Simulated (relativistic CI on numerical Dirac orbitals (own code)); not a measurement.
## Co⁵⁺: K-alpha X-ray emission

Computed with this model: Dirac-Coulomb-Breit CI, KLI orbitals optimised for each configuration, QED by a radiative potential, valence Slater integrals scaled by 0.7, multiplet model of X-ray emission after core ionisation; configurations [Ar] 3d4 → 1s 2s2 2p6 3s2 3p6 3d4 → [He] 2s2 2p5 3s2 3p6 3d4; 80 K; Lorentzian 2.52 eV and Gaussian 0.6 eV FWHM. Energies are those of the free ion, without screening or charge transfer. S is read from ⟨S²⟩ = S(S + 1).

Field parameters in Wybourne normalisation: D3d B²₀ = −7Dσ, B⁴₀ = −14Dq − 21Dτ, B⁴₃ = −14√(10/7) Dq; D4h B²₀ = −7Ds, B⁴₀ = 21(Dq − Dt), B⁴₄ = 21√(5/14) Dq. The field is a parameter set, without covalency.

Computed curve for D4h, 10Dq = 12050, Ds = 840, Dt = -80 cm⁻¹, scaled to 100 at the maximum (points under 2 are left out and the grid is thinned):

Energy (eV), Intensity and a bar:
```
   6901.2        2.1 
   6902.0        2.5 
   6903.2        3.5 
   6904.0        4.4 #
   6905.2        7.1 ##
   6906.0        9.8 ##
   6907.2       14.6 ####
   6908.0       18.5 #####
   6908.8       23.9 #######
   6910.0       36.8 ###########
   6910.8       50.9 ###############
   6912.0       57.1 #################
   6912.8       42.7 ############
   6914.0       20.2 ######
   6914.8       13.6 ####
   6916.0        9.9 ##
   6916.8        9.5 ##
   6917.6       10.0 ##
   6918.8       11.9 ###
   6919.6       14.5 ####
   6920.8       20.6 ######
   6921.6       24.1 #######
   6922.8       27.0 ########
   6923.6       30.8 #########
   6924.4       39.5 ############
   6925.6       67.3 ####################
   6926.4       87.8 ##########################
   6927.6       99.6 ##############################
   6928.4       96.7 #############################
   6929.6       56.4 #################
   6930.4       32.5 #########
   6931.6       16.3 ####
   6932.4       11.4 ###
   6933.2        8.4 ##
   6934.4        5.8 #
   6935.2        4.7 #
   6936.4        3.5 
   6937.2        3.0 
   6938.4        2.4 
   6939.2        2.1
```

The ground state has S = 2.00, and the centroid lies at 6921.58 eV.
